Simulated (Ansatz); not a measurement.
Species: sum formula AlOCl$_{2}$H, charge 0, multiplicity 1. 
Geometry from a B3LYP-D3(BJ)/def2-TZVP (Ansatz, a first-principles code) optimisation:
```xyz
5

O     -1.9343    -0.6046    -0.1661
Al    -0.3350    -0.1053    -0.0291
Cl     1.2387    -1.2612    -0.7676
Cl     0.0571     1.7102     0.9021
H     -2.1996    -1.4271    -0.5810
```

Property: vertical ionisation energy (to the doublet state of charge +1; each state is the SCF solution reached for its spin; for the doublet T1 is 0.048), in eV. Valence correlation only, unless marked. Open shells are spin-unrestricted. Spin-orbit coupling is left out. No relativistic terms.  The program attaches cautions to a run behind CCSD/aug-cc-pV(D+d)Z: other roots. The program attaches cautions to a run behind CCSD/aug-cc-pV(T+d)Z: other roots.

```json
[
 {"level": "HF/aug-cc-pV(Q+d)Z", "program": "Ansatz", "vertical ionisation energy (eV)": "11.23"},
 {"level": "RI-HF/aug-cc-pV(T+d)Z", "program": "Ansatz", "vertical ionisation energy (eV)": "11.08"},
 {"level": "PBE/def2-TZVPD", "program": "Ansatz", "vertical ionisation energy (eV)": "10.93"},
 {"level": "r2SCAN/def2-TZVPD", "program": "Ansatz", "vertical ionisation energy (eV)": "11.19"},
 {"level": "PBE0/def2-TZVPD", "program": "Ansatz", "vertical ionisation energy (eV)": "11.50"},
 {"level": "BHLYP/def2-TZVPD", "program": "Ansatz", "vertical ionisation energy (eV)": "11.82"},
 {"level": "CAM-B3LYP/def2-TZVPD", "program": "Ansatz", "vertical ionisation energy (eV)": "11.81"},
 {"level": "wB97X-V/def2-TZVPD", "program": "Ansatz", "vertical ionisation energy (eV)": "11.99"},
 {"level": "RI-MP2/aug-cc-pV(T+d)Z", "program": "Ansatz", "vertical ionisation energy (eV)": "12.97"},
 {"level": "SCS-MP2/aug-cc-pV(Q+d)Z", "program": "Ansatz", "vertical ionisation energy (eV)": "12.35"},
 {"level": "CCSD/aug-cc-pV(D+d)Z", "program": "Ansatz", "vertical ionisation energy (eV)": "11.95"},
 {"level": "CCSD/aug-cc-pV(T+d)Z", "program": "Ansatz", "vertical ionisation energy (eV)": "12.07"},
 {"level": "CCSD/aug-cc-pV(Q+d)Z", "program": "Ansatz", "vertical ionisation energy (eV)": "12.18"},
 {"level": "CCSD(T)/aug-cc-pV(Q+d)Z", "program": "Ansatz", "vertical ionisation energy (eV)": "12.16"}
]
```
